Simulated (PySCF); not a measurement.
C4H8Cl, multiplicity 2. Atoms are numbered in the order given.

```xyz
13

C      0.6938     1.5190     0.0000
C      0.4381     0.0728     0.0000
C      0.9020    -0.6293     1.2697
C      0.9020    -0.6293    -1.2697
Cl    -1.4777    -0.0781     0.0000
H      0.6767     2.0772     0.9390
H      0.6767     2.0772    -0.9390
H      0.4932    -0.1362     2.1631
H      0.5804    -1.6804     1.2739
H      2.0030    -0.5970     1.3240
H      0.5804    -1.6804    -1.2739
H      0.4932    -0.1362    -2.1631
H      2.0030    -0.5970    -1.3240
```
Charge 0, spin multiplicity 2.

Geometry optimised at B3LYP-D3(BJ)/def2-SVP. The isomer is the one that the SMILES or the coordinates give; other isomers of the formula were not compared.

Calculation: PySCF with SMD-B3LYP/6-31G*.

Solvation free energies are E(SMD) − E(gas) at the gas-phase geometry, for 1 M in both phases. In vacuum the dipole moment is 2.49 D.

Computed solvation free energies in water, ethanol, ethylethanoate:
| solvent | ΔG(solv) (kcal/mol) | its non-electrostatic (CDS) part | dipole (D) |
|---|---|---|---|
| water | -0.7 | 3.4 | 3.35 |
| ethanol | -4.9 | -0.9 | 3.31 |
| ethylethanoate | -4.5 | -1.4 | 3.14 |
